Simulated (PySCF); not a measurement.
ClH4NO2Si, SMILES N[Si](O)(O)Cl. Geometry optimised at PBE-D3(BJ)/def2-SVP. This is a generated structure with no PubChem entry under its InChIKey; it may be hypothetical. Other conformers were not sampled.

Problem. Give the equilibrium geometry at PBE-D3(BJ)/def2-SVP (PySCF confirms it by a frequency run) as Cartesian coordinates in Å. (An estimate is asked for; the answer gives what the named calculation found.)

Solution. This is not unique; one that fits is 
```xyz
9

N      1.8075    -0.2912    -0.1537
Si     0.1228    -0.0215    -0.3393
O     -0.2477     1.3872    -1.1517
O     -0.6147    -1.2278    -1.2143
Cl    -0.6224     0.0702     1.6082
H      2.1285    -0.7551     0.6983
H      2.3536    -0.5856    -0.9670
H      0.1118     2.1921    -0.7394
H     -1.4842    -0.9799    -1.5764
```
Charge 0, spin multiplicity 1.
